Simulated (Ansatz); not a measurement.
`OC(O)([SiH3])[SiH3]` → C• + 8 H• + 2 O• + 2 Si•  (atomization)

Computed with Ansatz on PBE0-D4/def2-TZVP structures; ΔE is electronic, products minus reactants. CCSD(T)/CBS adds triple-zeta CCSD(T) − MP2 to the extrapolated MP2 energy (def2 sets, frozen cores). This one scheme is used for every species, atoms too. For atomizations the MP2-based limit and the directly extrapolated one differ by several kJ/mol either way, and by 10 to 25 for some Ge, Se and Sn compounds, so smaller differences from it don't rank the levels. Functionals use def2-TZVPP. B3LYP here is the variant with VWN-RPA as its local correlation; programs differ in this. HSE06 is defined as in plane-wave codes. No spin–orbit coupling; open shells (•) take unrestricted orbitals. Spin–orbit coupling would lower the free atoms: a little for C, O, Si. Each species was taken in one conformer, which may not be the lowest.

```tsv
level	ΔE (eV)	difference from CCSD(T)/CBS
r2SCAN-D4	44.48	-0.13
r2SCANh-D4	44.17	-0.44
HSE06-D4	44.10	-0.51
BHLYP-D4	43.11	-1.50
ωB97X-V	44.75	0.14
PBE	44.56	-0.05
B3LYP	43.89	-0.72
CAM-B3LYP	44.39	-0.22
HF/def2-SVP	31.52	-13.09
MP2/def2-SVP	41.83	-2.78
MP2/def2-TZVPP	43.74	-0.87
CCSD/def2-TZVPP	42.69	-1.92
SCS-MP2/def2-QZVPP	44.64	0.03
HF/CBS(def2)	31.62	-12.99
MP2/CBS(def2)	45.02	0.41
CCSD/CBS(def2)	43.97	-0.64
CCSD(T)/CBS	44.61	0
```

Problem. What do rigid-rotor, harmonic-oscillator terms from PBE0-D4/def2-TZVP frequencies (298.15 K, 1 bar) make of the CCSD(T)/CBS value? (An estimate is asked.)

Solution. Computed: ΔZPE = -2.31 eV, ΔH = +42.87 eV, ΔS = 1365 J/(mol·K), ΔG = +38.65 eV. Open shells count their whole term as degenerate.

Largest T1 diagnostic among the species: 0.013.

From BLYP to BHLYP (50 % exact exchange), in def2-TZVPP and without D4, ΔE moves by −0.92 eV: exact exchange takes away binding that semilocal exchange gives to molecules. At CCSD(T), def2-SVP lies −3.01 eV from the extrapolated value and def2-TZVPP −1.28 eV: correlation converges slowly with the basis, and small sets miss more of it in the bonded molecule than in its fragments. Leaving LDA and LC-ωPBE aside and taking each functional with its dispersion term where it has one, the values, not all of them listed here, spread over 1.76 eV, from BHLYP-D4 to PBE-D4. LDA lies +6.36 eV from PBE without D4, its usual overbinding.
